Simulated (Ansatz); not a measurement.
**AlBGeH3: where a starting geometry ends**

The starting geometry of this gas-phase doublet was optimised with GFN2-xTB; its bonds are those of `[BH2][Ge][AlH]`.

```xyz
6

Al    0.1209   -2.1012   -0.6090
B    -1.4736   -0.0885    0.8164
Ge   -0.1967   -1.4527    1.6280
H    -1.2114    0.5862   -0.1210
H    -2.4919    0.1863    1.3412
H     0.3033   -2.5373   -2.1583
```

Q: Predict what becomes of its bonds when it is optimised with B3LYP/6-31G*.

A: A new bond forms, giving a structure given below by its coordinates. Contacts that close: Al1–B2 (2.94 → 2.15 Å).

The energy falls by 0.34 eV over 14 steps:

```csv
step,E − E(last) (eV)
1,0.344
2,0.227
4,0.158
5,0.112
7,0.030
8,0.011
10,0.000
11,0.000
13,0.000
14,0.000
```

Final geometry (Å):

```yaml
atoms:
  - { symbol: Al, position_ang: [-0.2917, -1.8426, -0.4280] }
  - { symbol: B, position_ang: [-1.2841, -0.3141, 0.7109] }
  - { symbol: Ge, position_ang: [-0.0661, -1.4486, 1.9590] }
  - { symbol: H, position_ang: [-1.1144, -0.0214, -0.4841] }
  - { symbol: H, position_ang: [-2.3279, 0.1208, 1.0959] }
  - { symbol: H, position_ang: [0.1348, -1.9012, -1.9564] }
```

Frequencies at the end are all real (lowest 243 cm⁻¹). Open shells are spin-unrestricted. Run with Ansatz 0.2.0, 77 s on 1 thread of Arm Neoverse V1, on a shared host.
